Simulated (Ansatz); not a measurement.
Hf2(Br)8 (Hf2Br8). Charge 0, multiplicity 1. Geometry PBE-D4/def2-SVP; atoms count from 1.

```xyz
10

Hf    0.380    2.108   -0.207
Br    1.386    2.849    1.942
Br   -1.160    4.015   -0.648
Br    1.949    2.375   -2.120
Br   -1.674    0.436   -0.268
Hf   -0.380   -2.106    0.206
Br   -1.383   -2.855   -1.942
Br   -1.952   -2.369    2.119
Br    1.158   -4.014    0.656
Br    1.675   -0.439    0.262
```

In the def2 sets Hf takes a core potential; there is no spin–orbit coupling.

Q: Estimate the Mulliken populations from the PBE0/def2-SVP orbitals of Ansatz.

A: 
```
atom  charge (e)  d electrons
 Hf1        0.94         2.14
 Br2       -0.20            –
 Br3       -0.22            –
 Br4       -0.21            –
 Br5       -0.31            –
 Hf6        0.94         2.14
 Br7       -0.20            –
 Br8       -0.21            –
 Br9       -0.22            –
Br10       -0.31            –
```
Mulliken values depend strongly on the basis.

Q: And the Mayer bond orders between heavy atoms (over 0.3)?

A: Hf1–Br2 1.26 (2.49 Å); Hf1–Br3 1.24 (2.49 Å); Hf1–Br4 1.26 (2.49 Å); Hf1–Br5 0.73 (2.65 Å); Hf1–Br10 0.39 (2.90 Å); Br5–Hf6 0.39 (2.89 Å); Hf6–Br7 1.26 (2.49 Å); Hf6–Br8 1.26 (2.49 Å); Hf6–Br9 1.23 (2.49 Å); Hf6–Br10 0.73 (2.65 Å).
